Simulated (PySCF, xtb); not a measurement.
Te(OMe)(SiH3) (CH6OSiTe), SMILES CO[Te][SiH3]. One conformer was computed; it need not be the lowest.

Harmonic wavenumbers (cm⁻¹) from GFN2-xTB (xtb 6.7.1) at its own minimum, in rising order: 50, 75, 104, 183, 248, 355, 480, 485, 493, 754, 766, 805, 1059, 1140, 1150, 1419, 1484, 1496, 2225, 2264, 2290, 2914, 2936, 2974.

**Question.** What does PBE-D3(BJ)/def2-SVP (PySCF) give at its own minimum? (An estimate is asked for; the answer gives what the named calculation found.)

**Answer.** 75, 81, 107, 206, 268, 318, 496, 517, 524, 836, 882, 911, 1039, 1128, 1134, 1391, 1395, 1432, 2149, 2168, 2174, 2901, 2972, 3015. Paired by order, the mean absolute difference is 46 cm⁻¹ and the zero-point energies are 40.2 and 40.2 kcal/mol.
